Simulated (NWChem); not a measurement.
System: CH6FNOSi; SMILES F[Si@@H](N)OC

```xyz
11

C      0.0138     2.0155     0.5317
O      0.2456     1.1272    -0.5577
Si     0.0994    -0.5062    -0.4814
N     -1.3735    -0.9509     0.2799
F      1.2375    -1.1910     0.4354
H      0.9366     2.1617     1.1055
H     -0.7670     1.6365     1.2012
H     -0.3015     2.9803     0.1231
H      0.3203    -0.9473    -1.8728
H     -1.4366    -1.8111     0.8092
H     -2.2709    -0.6746    -0.0970
```
Atoms are numbered in this order, from 1.

All runs: NWChem. Pople sets run with spherical d functions. The geometry was optimised at B3LYP/6-31G* (spherical d). Core excitations by TDA in a window of 1s orbitals, non-relativistic and unshifted: absolute energies depend strongly on the exact-exchange share.

### Question
What does the run give for C K edge, BHandHLYP/6-311G**? Quantities: first 1s excitation (eV); dipole oscillator strength of the first; first state with f > 0.002 (eV); dipole oscillator strength of that state.

### Answer
```yaml
first 1s excitation (eV): 287.0
dipole_oscillator_strength_of_the_first: 0.0527
first state with f > 0.002 (eV): 287.0
dipole_oscillator_strength_of_that_state: 0.0527
```
